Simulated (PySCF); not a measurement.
sulfur difluoride (F2S), SMILES FSF.

Geometry optimised at r2SCAN-D4/def2-TZVP.

Calculation: PBE/def2-TZVPD run with PySCF.

Isolated molecule, no solvent.

```json
{
 "total_energy": "-597.58532 hartree",
 "point_group": "C2v",
 "highest_occupied_level": "-5.85 eV",
 "lowest_empty_level": "-3.02 eV",
 "orbital_gap": "2.83 eV",
 "dipole_moment": "0.86 D",
 "quadrupole, principal values (traceless, Buckingham form, about the centre of nuclear charge)": "-1.40, -0.15, 1.55 D·Å",
 "mean_static_polarisability": "25.3 bohr³ (3.74 Å³)",
 "polarisability_principal_values": "23.4, 24.8, 27.5 bohr³"
}
```
